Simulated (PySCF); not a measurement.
Al(Cl)(Me)(Ph), C7H8AlCl, SMILES [CH3][Al]([c]1ccccc1)[Cl], GFN2-xTB optimised geometry.

```
17

Al     1.05     1.27     0.00
Cl     3.08     1.27     0.00
C      0.03     2.98     0.00
H     -0.60     3.10    -0.89
H      0.71     3.84     0.03
H     -0.64     3.08     0.86
C      0.09    -0.48     0.00
C     -1.30    -0.51     0.00
C     -2.00    -1.71     0.00
C     -1.30    -2.90     0.00
C      0.08    -2.90    -0.01
C      0.77    -1.70    -0.01
H     -1.85     0.43     0.01
H     -3.08    -1.71     0.01
H     -1.84    -3.84    -0.01
H      0.62    -3.84    -0.02
H      1.85    -1.71    -0.01
```

Density from PBE0/def2-SVP (PySCF) at that geometry.

Minimum of the electron density along straight lines between bonded atoms, close to the bond critical point (lines longer than 1.1 times the sum of covalent radii, or with two minima, are not listed):

| bond | length / Å | ρ at the minimum / e bohr⁻³ | ∇²ρ there / e bohr⁻⁵ | position (fraction from the first atom) |
|---|---|---|---|---|
| Al1–Cl2 | 2.033 | 0.077 | [?] | 0.39 |
| Al1–C3 | 1.993 | 0.079 | 0.29 | 0.40 |
| C3–H4 | 1.094 | 0.265 | -0.91 | 0.62 |
| C3–H5 | 1.095 | 0.265 | -0.92 | 0.62 |
| C3–H6 | 1.094 | 0.265 | -0.92 | 0.62 |
| Al1–C7 | 1.989 | 0.080 | 0.30 | 0.40 |
| C7–C8 | 1.398 | 0.303 | -0.75 | 0.49 |
| C8–C9 | 1.383 | 0.313 | -0.80 | 0.50 |
| C9–C10 | 1.386 | 0.312 | -0.80 | 0.50 |
| C10–C11 | 1.385 | 0.312 | -0.80 | 0.50 |
| C7–C12 | 1.398 | 0.303 | -0.75 | 0.49 |
| C11–C12 | 1.384 | 0.313 | -0.80 | 0.50 |
| C8–H13 | 1.083 | 0.282 | -1.06 | 0.63 |
| C9–H14 | 1.081 | 0.282 | -1.07 | 0.63 |
| C10–H15 | 1.081 | 0.283 | -1.08 | 0.63 |
| C11–H16 | 1.081 | 0.283 | -1.07 | 0.63 |
| C12–H17 | 1.085 | 0.282 | -1.07 | 0.63 |

Fill in the missing entries.


- Al1–Cl2, ∇²ρ there / e bohr⁻⁵: 0.41
